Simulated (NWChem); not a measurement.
Molecule: CH5NSTe; SMILES CS[Te]N

```xyz
9

Te    -0.3131     0.6954    -0.0831
N      1.6101     1.2346     0.3113
H      1.6855     1.9098     1.0678
H      2.0999     1.5684    -0.5147
S     -0.2355    -1.6000     0.6083
C      0.5047    -2.4545    -0.8140
H     -0.0881    -2.3097    -1.7276
H      0.5131    -3.5249    -0.5569
H      1.5385    -2.1204    -0.9757
```
Atoms are numbered in this order, from 1.

All runs: NWChem. All runs use the structure optimised with PBE0/def2-SVP. No frequency run checked for a minimum. def2 effective core potentials on Te; no spin-orbit coupling. Ions are spin-unrestricted doublets at the neutral geometry; other ion states weren't tried.

### Question
What does the run give for CAM-B3LYP/def2-SVP? Quantities: vertical ionisation energy, ΔSCF (eV); −ε(HOMO) (eV).

### Answer
| Quantity | Value |
|---|---|
| vertical ionisation energy, ΔSCF (eV) | 8.34 |
| −ε(HOMO) (eV) | 7.37 |
